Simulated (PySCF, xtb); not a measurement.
Cr(OH) (CrHO), SMILES [OH][Cr] (connectivity only; charge and spin as stated), neutral, multiplicity 6.

Harmonic wavenumbers (cm⁻¹) from xtb with GFN2-xTB at its own minimum, in rising order: 448, 566, 3432.

Q: What does PySCF with PBE0-D3(BJ)/def2-TZVP give at its own minimum? (An estimate is asked for; the answer gives what the named calculation found.)

A: 627, 657, 3886. Paired by order, the mean absolute difference is 241 cm⁻¹ and the zero-point energies are 6.4 and 7.4 kcal/mol.
